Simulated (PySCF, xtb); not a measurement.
2,2,2-trifluoroethanol (C₂H₃F₃O), SMILES FC(CO)(F)F.

GFN2-xTB (xtb 6.7.1) at its own geometry gives an orbital gap of 12.07 eV and a dipole moment of 2.22 D.

Geometry: B3LYP-D3(BJ)/def2-SVP. Other conformers were not sampled.

Question: What does PBE/def2-TZVP in PySCF give? (The exact figures need the calculation; the answer reports its results.)

Answer: gap 7.00 eV (levels -7.07 and -0.06 eV), dipole 1.53 D.
